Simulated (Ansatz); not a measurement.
Ideal-gas functions of `BC(Cl)I` at 298.15 K and 1 bar, from an Ansatz frequency run at PBE0-D4/def2-TZVP.

Molar mass 188.2 g/mol, point group C1 (symmetry number 1), electronic degeneracy 1, moments of inertia 67.961, 340.974, 390.669 u Å². Harmonic wavenumbers (cm⁻¹, unscaled): 165, 256, 325, 437, 591, 670, 866, 927, 991, 1066, 1197, 1272, 2601, 2704, 3190.

Use S(trans) = R[1.5 ln M + 2.5 ln T − 1.1517]; rotational temperatures θ = 24.2544 K / I; S(rot) = R[ln(√π/σ · √(T³/θAθBθC)) + 1.5]; for each mode x = 1.438777 ν̃/T, S = R[x/(eˣ − 1) − ln(1 − e⁻ˣ)] and H = RT x/(eˣ − 1); 1 cm⁻¹ = 0.0119627 kJ/mol; R = 8.31446 J/(mol·K).

Problem. By hand: the entropy, in J/(mol·K).

Solution. Translation 174.2. Rotation: θ = 0.3569, 0.0711, 0.0621 K, giving 115.1. Vibration, mode by mode: 10.43, 7.07, 5.38, 3.50, 1.95, 1.44, 0.67, 0.52, 0.41, 0.30, 0.18, 0.13, 0.00, 0.00, 0.00, in all 32.0. Electronic 0.0. Sum 321.3 J/(mol·K).

Problem. By hand: H − E and G − E in kJ/mol, counted from the electronic energy.

Solution. Zero-point energy ½ × 17258 × 0.0119627 = 103.2; thermal vibration 5.9; translation, rotation and pV give 4 RT = 9.9. H − E = 119.0 kJ/mol, and G − E = 119.0 − 298.15 × 321.3/1000 = 23.2 kJ/mol.

Vibration gives 10 % of the entropy. The sum counts one conformer and one mirror image; others add a mixing term.
